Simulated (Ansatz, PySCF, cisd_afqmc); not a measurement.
System: C$_{3}$H$_{5}$N, charge 0, singlet. C3H5N (SMILES [C-]#[N+]CC).
B3LYP-D3(BJ)/def2-TZVP minimum from Ansatz (a quantum-chemistry and plane-wave program):
```
C
H 1 1.0915
H 1 1.0915 2 107.51
N 1 1.4250 2 107.93 3 -116.18
C 4 1.1649 3 150.25 1 -177.39
C 1 1.5245 2 110.81 3 121.22
H 6 1.0897 1 110.68 2 60.22
H 6 1.0897 7 108.47 1 -121.61
H 6 1.0905 7 108.67 8 -117.97
```
Charge 0, spin multiplicity 1.

Atomisation energy term by term, kcal/mol (programs: Ansatz, cisd_afqmc). Radicals and triplets start from unrestricted determinants; spin-orbit coupling is neglected. Correlated methods leave the cores frozen. Rows without X2C or -DK are non-relativistic. AFQMC/CISD: phaseless, guided by CISD from CCSD amplitudes; bars are statistical, one sigma. Outlying blocks are dropped, and bars are widened where a walk drifts. Over all cases where full CI ran beside it in this data, AFQMC minus full CI had a median of +0.1 mEh and passed +0.4 mEh in a tenth of the cases. CBS(X,Y): correlation extrapolated as X^-3, Hartree-Fock from the larger set (Q,5: extrapolated as (X+1)exp(-9√X)). A bracket is a step between two methods taken in the basis named. '+ core + X2C': CCSD(T) terms for core correlation (cc-pwCVTZ) and scalar relativity (cc-pVTZ-DK). Where a partner has so few electrons that a lower coupled-cluster level is exact, that level stands in.

```json
[
 {"term": "Hartree-Fock", "basis": "CBS(cc-pVQZ,cc-pV5Z)", "kcal/mol": "641.38"},
 {"term": "CCSD correlation", "basis": "CBS(cc-pVQZ,cc-pV5Z)", "kcal/mol": "227.03"},
 {"term": "(T)", "basis": "CBS(cc-pVQZ,cc-pV5Z)", "kcal/mol": "16.13"},
 {"term": "CCSDT(Q) - CCSD(T)", "basis": "cc-pVDZ", "kcal/mol": "0.75"},
 {"term": "core correlation", "basis": "cc-pwCVTZ", "kcal/mol": "3.74"},
 {"term": "scalar relativity", "basis": "X2C, cc-pVTZ-DK", "kcal/mol": "-0.65"},
 {"term": "minus zero-point energy", "basis": "Hessian by PySCF at B3LYP-D3(BJ)/def2-TZVP", "kcal/mol": "-46.36"},
 {"term": "sum: D0", "basis": "", "kcal/mol": "842.0"}
]
```

The step beyond CCSD(T) by other levels: AFQMC/CISD in cc-pVTZ 0.47 ± 0.27 kcal/mol.
